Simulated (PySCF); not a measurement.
4'-(methylthio)acetophenone, C₉H₁₀OS.
Atom-mapped SMILES: `[CH3:1][S:2][c:3]1[cH:4][cH:5][c:6]([C:7]([CH3:8])=[O:9])[cH:10][cH:11]1` (hydrogens: H12, H13, H14 on C1; H15 on C4; H16 on C5; H17, H18, H19 on C8; H20 on C10; H21 on C11)

A GFN2-xTB structure was refined with PySCF, PBE0-D3(BJ)/def2-SVP geometry optimisation, gas phase. Its GFN2-xTB values:

```csv
coordinate,GFN2-xTB
C1–S2,1.816 Å
C1–H12,1.086 Å
S2–C3,1.759 Å
C3–C4,1.396 Å
C4–C5,1.377 Å
C4–H15,1.080 Å
C5–C6,1.397 Å
C5–H16,1.078 Å
C6–C7,1.481 Å
C7–C8,1.510 Å
C7=O9,1.213 Å
C8–H17,1.088 Å
C1–S2–C3,104.1°
S2–C3–C11,124.2°
C4–C3–C11,119.5°
C4–C5–C6,120.4°
C5–C6–C7,123.9°
C6–C7–C8,117.2°
C6–C7–O9,121.4°
C8–C7–O9,121.4°
C5–C6–C7–C8,3°
```

Problem. How do these coordinates change at the PBE0-D3(BJ)/def2-SVP level?

Solution. 
```tsv
coordinate	PBE0-D3(BJ)/def2-SVP (Å or °)	change
C1–S2	1.798	-0.018
C1–H12	1.100	+0.014
C5–H16	1.092	+0.014
C4–H15	1.093	+0.013
C8–H17	1.101	+0.013
C6–C7	1.492	+0.011
C4–C5	1.387	+0.010
C3–C4	1.405	+0.009
C5–C6	1.402	+0.005
S2–C3	1.755	-0.004
C7–C8	1.509	-0.001
C7=O9	1.213	0.000
C6–C7–C8	118.3	+1.1
C6–C7–O9	120.7	-0.7
C1–S2–C3	103.5	-0.6
S2–C3–C11	124.7	+0.5
C8–C7–O9	121.0	-0.4
C4–C5–C6	120.9	+0.5
C4–C3–C11	119.0	-0.5
C5–C6–C7	123.5	-0.4
C5–C6–C7–C8	-1	-4
```

The energy falls by 1.3 kcal/mol over 6 energy and gradient evaluations, the largest force component goes from 0.0143 to 4.4e-04 Eh/bohr, and the atoms move by 0.042 Å rms after alignment. The bond that changes most is C1–S2 (S-methyl carbon to sulfide sulfur), which shortens by 0.018 Å. Bonds longer at the end by more than 0.005 Å: 16 of 21; shorter: 1. Rotational constants go from 2973, 455.4, 397.0 to 2964, 451.6, 393.9 MHz.

The run used 208 basis functions and 42 SCF cycles in all. Rough CPU time on one thread of a shared machine: about 3 min.

Not checked by PBE0-D3(BJ)/def2-SVP frequencies. One conformer, not necessarily the lowest.

The values belong to the conformer `[CH3:1][S:2][c:3]1[cH:4][cH:5][c:6]([C:7]([CH3:8])=[O:9])[cH:10][cH:11]1`: C1–S2–C3–C4 180°, C5–C6–C7–C8 -1°.
